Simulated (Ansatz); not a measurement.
```yaml
crystal:
  periodic: [false, false, false]
  atoms:
    - {symbol: C, position_ang: [-1.516864, 0.240723, 0.526371]}
    - {symbol: Ga, position_ang: [-0.047014, 0.523673, -0.473575]}
    - {symbol: N, position_ang: [1.324014, -0.739605, 0.042416]}
    - {symbol: Cl, position_ang: [-0.067529, -0.000555, -2.415797]}
    - {symbol: Cl, position_ang: [1.068185, 2.163264, -0.133310]}
    - {symbol: D, position_ang: [-2.231752, 0.895925, 0.266919]}
    - {symbol: H, position_ang: [-1.876033, -0.685796, 0.381255]}
    - {symbol: H, position_ang: [-1.316542, 0.368751, 1.502084]}
    - {symbol: H, position_ang: [2.057360, -0.554357, -0.506061]}
    - {symbol: H, position_ang: [1.593986, -0.637589, 0.930023]}
    - {symbol: H, position_ang: [1.072358, -1.626783, -0.101464]}
basis:
  gaussian: {orbitals: cc-pVTZ-DK}
hamiltonian: {xc: {name: r2SCAN}, dispersion: d3bjatm}
accuracy: high
output: {forces: true}
```

```sh
$ ansatz run in.yaml --threads 4 --pin off --events-out ev --progress --plain --max-ram 11315MiB
```

Output, abridged:

```
Error: YAML parse error: error: line 9 column 16: `D` is not an element symbol (H … Og, case-exact)
 7 |     - {symbol: Cl, position_ang: [-0.067529, -0.000555, -2.415797]}
 8 |     - {symbol: Cl, position_ang: [1.068185, 2.163264, -0.133310]}
 9 |     - {symbol: D, position_ang: [-2.231752, 0.895925, 0.266919]}
10 |     - {symbol: H, position_ang: [-1.876033, -0.685796, 0.381255]}
11 |     - {symbol: H, position_ang: [-1.316542, 0.368751, 1.502084]}
```

(1) What is wrong with this run?

Results:

(1) An element symbol is wrong. The program refused the input.
